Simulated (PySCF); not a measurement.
# CuS₂: breathing scan

All numbers come from UPBE0 in PySCF with Cu def2-SVP, S def2-SVP; no relativity; density-fitted integrals.

Rigid scan from the doublet minimum (Cu–S 2.250 Å (×2), S–S 2.076 Å; Cu–S–S 62.5° (×2), S–Cu–S 55.0°). Coordinate: all bonds to the central atom scaled together. Energies in kJ/mol from the minimum.

Question: Predict the curve at 0.88, 0.92, 0.96, 1.00, 1.04, 1.08, 1.14, 1.22, 1.35.

Answer: 
```
scale of all bonds to the centre  E (kJ/mol)  dipole size (D)  ⟨S²⟩
                            0.88       154.0             3.91  0.75
                            0.92        59.1             4.12  0.75
                            0.96        12.8             4.34  0.75
                            1.00         0.0             4.58  0.75
                            1.04         9.9             4.83  0.75
                            1.08        35.0             5.09  0.75
                            1.14        90.1             5.49  0.75
                            1.22       180.0             6.03  0.75
                            1.35       334.0             6.90  0.75
```

Open d and f shells are described by one determinant, and the ground state may have another occupation or spin.

Other isomers or separated fragments may lie lower.
